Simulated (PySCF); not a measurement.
## Bond curve of InCl

Set-up: basis In cc-pVTZ-PP with ECP28, Cl cc-pV(T+d)Z; scalar-relativistic core potentials; PySCF 2.14. Energies in eV from In + Cl in their ground configurations at the same level. State: ¹Σ⁺ (singlet), closed shell.

All columns are PBE0. A positive dipole means In(−)Cl(+).

| R (Å) | E (eV) | μ (D) | Mulliken charge on In (basis-dependent) | HOMO (eV) | LUMO (eV) | Mayer bond order | ⟨S²⟩ |
| --- | --- | --- | --- | --- | --- | --- | --- |
| 2.087 | -3.676 | -1.06 | 0.22 | -6.69 | -1.38 | 1.27 | 0.00 |
| 2.184 | -4.174 | -1.76 | 0.29 | -6.89 | -1.50 | 1.17 | 0.00 |
| 2.281 | -4.439 | -2.47 | 0.34 | -7.07 | -1.63 | 1.09 | 0.00 |
| 2.354 | -4.529 | -3.00 | 0.38 | -7.18 | -1.72 | 1.04 | 0.00 |
| 2.427 | -4.553 | -3.53 | 0.42 | -7.27 | -1.81 | 0.99 | 0.00 |
| 2.500 | -4.527 | -4.06 | 0.45 | -7.34 | -1.91 | 0.94 | 0.00 |
| 2.597 | -4.436 | -4.75 | 0.48 | -7.38 | -2.03 | 0.89 | 0.00 |
| 2.718 | -4.263 | -5.59 | 0.52 | -7.36 | -2.18 | 0.84 | 0.00 |
| 2.864 | -4.008 | -6.56 | 0.56 | -7.13 | -2.36 | 0.78 | 0.00 |
| 3.058 | -3.637 | -7.81 | 0.59 | -6.74 | -2.58 | 0.73 | 0.00 |

A fit through these points gives, at Re = 2.421 Å, μ = -3.49 D and dμ/dR = -7.26 D/Å; the reduced mass is 26.81 u.

Q: How strong is the fundamental in the double-harmonic approximation, I = 42.26·(dμ/dR)²/μred km/mol?

A: I = 42.26·(-7.26)²/26.81 = 83.1 km/mol at PBE0.

These are scalar-relativistic numbers at best; spin–orbit coupling would shift them, the dissociation energy most.
